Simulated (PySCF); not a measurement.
# Tc²⁺: ionisation energy

Tc²⁺ [Kr] 4d5 (6S) → Tc³⁺ [Kr] 4d4 (5D), as a difference of total energies. All numbers are calculated (PySCF 2.14, a scalar-relativistic core potential, in cc-pVDZ-PP with ECP28MDF). Correlated levels: valence: 4s2 4p6 frozen. The calculations carry no spin-orbit coupling.

```
           method  ionisation energy (eV)
              UHF                  28.863
             PBE0                  29.877
              LDA                  30.099
    MP2 (valence)                  29.364
SCS-MP2 (valence)                  29.030
```

Question: How much does correlation contribute at MP2 (valence)?

Answer: 29.364 − (28.863) = 0.501 eV, measured against UHF.

The reference lies between the lowest fine-structure levels, while these numbers refer to the centres of the terms.

Errors of the correlated levels include the incompleteness of this basis and the frozen core.

For comparison: 29.55 eV (semi-empirical (NIST evaluation); NIST Atomic Spectra Database, ionization energies).
